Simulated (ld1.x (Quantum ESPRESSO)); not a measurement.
## Building the TM potential for Pm (Z = 61) (PBE, scalar-relativistic).

ld1.x (Quantum ESPRESSO) 7.5 input, shortened:

```
&input
   title='Pm', zed=61., rel=1, dft='PBE', iswitch=3,
   config='[Xe] 4f4 5d1 6s0 6p0'
 /
 &inputp
   pseudotype=2, tm=.true., lloc=1,
   nlcc=.false.
 /
3
5S  1  0   2.00   0.00  1.50  1.50  0.0
5D  3  2   1.00   0.00  3.00  3.00  0.0
5P  2  1   6.00   0.00  0.65  0.65  0.0
 &test
   configts(1)='5s2 5p6 5d1 6s0 6p0'
 /
```

All-electron outer shells of the reference configuration (PBE, scalar-relativistic, ld1.x):

| shell | level (eV) | outermost node (bohr) | outermost maximum (bohr) |
| --- | --- | --- | --- |
| 5s | -58.52 | 0.70 | 1.27 |
| 5p | -38.59 | 0.75 | 1.44 |
| 4f | -20.79 | – | 0.62 |
| 5d | -15.10 | 0.85 | 1.97 |
| 6s | -14.42 | 1.68 | 3.20 |
| 6p | -10.42 | 1.97 | 3.91 |

Does the generator finish with these settings?

No. ld1.x (Quantum ESPRESSO) 7.5 stopped with "run_pseudo: Errors in PS-KS equation": the pseudo-atom solver did not find the valence states with the expected number of nodes, which is the usual sign of a ghost state. The 5p radius of 0.65 bohr lies inside the outermost node of the all-electron wave at 0.75 bohr. Before that it printed "Warning: n=2, l=1 expected 0 nodes, found 1".
